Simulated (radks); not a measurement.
The aluminium ion Al2+, 11 electrons, occupied as [Ne] 7s1 (not the ground configuration).

All-electron calculation, non-relativistic Kohn-Sham, BLYP, spin-polarised, spherical densities, point nucleus; open shells are filled with parallel spins first. Program: a radial shooting solver on a logarithmic mesh with Libxc functionals.

Energy parts (hartree):
total: -240.54570
kinetic: 240.20066
electron-nucleus: -562.25445
Hartree: 99.37691
exchange-correlation: -17.86881

Orbitals (lengths in bohr, moments of r in powers of bohr; <r^-3> diverges for s and p1/2; r(90%) holds 90 % of the orbital's charge):
| orbital | occ. | eigenvalue (hartree) | <r^-3> | <r^2> | r(90%) | <r> |
|---|---|---|---|---|---|---|
| 1s up | 1 | -56.68170 | - | 0.01955 | 0.215 | 0.1205 |
| 1s down | 1 | -56.68150 | - | 0.01955 | 0.215 | 0.1205 |
| 2s up | 1 | -5.14164 | - | 0.4682 | 0.988 | 0.6253 |
| 2s down | 1 | -5.14130 | - | 0.4682 | 0.988 | 0.6253 |
| 2p up | 3 | -3.75173 | 36.06 | 0.4529 | 1.01 | 0.5979 |
| 2p down | 3 | -3.75142 | 36.06 | 0.4530 | 1.01 | 0.5980 |
| 7s up | 1 | -0.11760 | - | 330.7 | 23.0 | 17.30 |

The highest occupied level is 7s up at -3.200 eV. The spin density at the nucleus is 0.1631 e/bohr^3 (1s 0.0024, 2s -0.0011, 7s 0.1618), a Fermi contact field of 8.55 T. The density falls to 0.001 e/bohr^3 at r = 1.99 bohr. Spin moment in Bohr magnetons: 1. Summed over all electrons, <r^2> = 334.4 bohr^2, which gives a Langevin (diamagnetic) susceptibility term of -265 x 10^-6 cm^3/mol.
